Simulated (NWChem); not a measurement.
System: hydrogen selenide (H2Se); SMILES [SeH2]

The following NWChem deck was run.

```
start job
memory heap 200 mb stack 900 mb global 1100 mb
geometry units angstroms noautosym nocenter noautoz
  Se     0.000000     0.000000     0.082019
  H      1.053845     0.000000    -0.961689
  H     -1.053845     0.000000    -0.961689
end
basis spherical
  Se library def2-svp
  H library def2-svp
end
dft
  xc xpbe96 cpbe96
  iterations 150
end
property
  response 1 0.0
end
task dft property
```

Geometry: optimised at PBE-D3(BJ)/def2-SVP.

Static field.

Give the results of this calculation. (PBE/def2-SVP.) Quantities: basis functions; isotropic polarisability (bohr³); anisotropy (bohr³).

The number of basis functions is 42, the isotropic polarisability (bohr³) is 20.8 and the anisotropy (bohr³) comes out as 7.4.
